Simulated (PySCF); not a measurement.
**Ionisation energy of C²⁺ by level of theory**

C²⁺ [He] 2s2 (1S) → C³⁺ [He] 2s1 (2S), as a difference of total energies. All numbers are calculated (PySCF 2.14, scalar relativity by spin-free X2C-1e, in ANO-RCC-VTZP). Correlated levels: valence and next inner shell: nothing frozen. The calculations carry no spin-orbit coupling.

```csv
method,ionisation energy (eV),error (eV)
UHF,45.803,-2.085
MP2 (valence and next inner shell),47.006,-0.882
SCS-MP2 (valence and next inner shell),47.239,-0.649
CCSD (valence and next inner shell),47.799,-0.089
CCSD(T) (valence and next inner shell),47.806,-0.082
CCSDT (valence and next inner shell),47.806,-0.082
```

Reference: 47.888 eV (measured; NIST Atomic Spectra Database, ionization energies).

Errors of the correlated levels include the incompleteness of this basis.

The coupled-cluster amplitudes are large for C²⁺ (T1 above 0.03 or a double amplitude above 0.15), so a single reference is strained.
